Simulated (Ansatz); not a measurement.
Total energies of Cs₂I from Ansatz at CCSD(T)/def2-TZVPP, gas phase (1 Eh = 27.2114 eV = 2625.5 kJ/mol). The reference geometry is relaxed at PBE-D4/def2-TZVP.

```xyz
3

Cs    0.213   -1.867    1.741
Cs   -1.145    0.476   -2.241
I     0.932    1.390    0.500
```

```csv
state,geometry,energy (Eh)
charge 0 doublet,reference,-337.28699
charge 1 singlet,reference,-337.15918
charge 0 quartet,relaxed at PBE-D4/def2-TZVP,-337.13885
free Cs atom (doublet),–,-20.01271
free I atom (doublet),–,-297.11169
```

In the def2 sets Cs, I take a core potential; there is no spin–orbit coupling. Correlated methods freeze 4 core orbitals; core or outer-core shells of Cs, I are correlated, in sets that lack core-valence functions.

Task: Work out the vertical ionisation energy to the singlet.

Result: E(charge 1 singlet) − E(charge 0 doublet) = -337.15918 − (-337.28699) = 0.12781 Eh = 3.48 eV.

Task: Which of the charge 0 states is lowest, and how far above it are the others?

Result: The doublet. quartet: -337.13885 − (-337.28699) = 0.14814 Eh = 388.9 kJ/mol. The quartet differs in its bonds from the reference.

Task: What is the binding energy per atom against free atoms?

Result: Atoms: 2 × (-20.01271) + 1 × (-297.11169) = -337.13711 Eh. Binding: -337.13711 − (-337.28699) = 0.14988 Eh = 4.08 eV, or 1.36 eV for each of 3 atoms (no zero-point energy, no counterpoise term).

The structure comes from a short search, and lower isomers may exist.
